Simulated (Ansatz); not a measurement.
SinHm: PBE-D4/def2-SVP single points in Ansatz on relaxed structures, gas phase. Each cluster is the lowest isomer that a short search found in that spin, judged at the geometry's level, and lower ones may exist. HOMO and LUMO are taken over both spins. Binding counts from free atoms in the multiplicity of their measured ground term, without zero-point energy. Singlets are spin-restricted. The structures are stationary points that may keep the symmetry of their start. Remarks come from the PBE and PBE0 runs and from stability tests at other levels; not every state was tested.

```tsv
species	atoms	state	geometry	HOMO (eV)	LUMO (eV)	gap (eV)	binding per atom (eV)	point group (within 0.1 Å)	remarks
Si2H4	6	singlet	PBE-D4/def2-TZVP	-5.34	-2.88	2.46	2.66	C2h	restricted SCF unstable in HF
Si3H4	7	singlet	PBE0-D4/def2-TZVP	-5.36	-2.45	2.90	2.75	C2v	–
Si5H2	7	singlet	B3LYP-D4/def2-SVP	-5.72	-3.08	2.64	3.25	D3h	restricted SCF unstable in HF
Si3H5	8	doublet	PBE0-D4/def2-TZVP	-5.17	-4.23	0.95	2.77	Cs	–
Si4H6	10	singlet	PBE-D4/def2-SVP	-5.32	-2.68	2.65	2.95	C2v	restricted SCF unstable in HF
Si4H8	12	singlet	r2SCAN-D4/def2-SVP	-6.50	-1.74	4.76	2.98	D2d	–
Si8H6	14	singlet	PBE-D4/def2-SVP	-5.30	-3.89	1.41	3.16	–	restricted SCF unstable in HF
Si9H15	24	doublet	r2SCAN-D4/def2-SVP	-5.14	-3.66	1.48	3.08	–	–
```

The gap (eV) runs from 0.95 (Si3H5) to 4.76 (Si4H8). The binding per atom (eV) runs from 2.66 (Si2H4) to 3.25 (Si5H2).
